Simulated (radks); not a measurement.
Problem. Species: Kr4+. Configuration: [Ar] 3d10 4s2 4p2 (the NIST ground configuration). Method: scalar-relativistic Kohn-Sham, LDA (Slater exchange, VWN5 correlation), spin-unpolarised, spherical densities, finite nucleus; Fermi nuclear charge, rms radius 4.1884 fm; computed with a radial shooting solver on a logarithmic mesh with Libxc functionals. Some entries of the table are withheld. Estimate them.

orbital,occ.,eigenvalue (Ry),r(max) (bohr),<r> (bohr)
1s,2,-1043.228,0.02712,0.04154
2s,2,-141.0631,0.1545,(1)
2p,6,-125.3387,0.1234,0.1602
3s,2,-23.49954,0.4673,0.5308
3p,6,-18.48807,0.4630,0.5403
3d,10,-10.15801,0.4093,0.5522
4s,2,(2),1.279,1.427
4p,2,-4.17071,1.413,1.595
4d,0,-2.46764,(3),2.086
5s,0,-2.10919,2.927,3.055
5p,0,-1.72852,(4),3.446
4f,0,-1.26136,2.809,3.263

Solution. 
(1) 2s <r> (bohr): 0.1838
(2) 4s eigenvalue (Ry): -5.38130
(3) 4d r(max) (bohr): 1.821
(4) 5p r(max) (bohr): 3.309
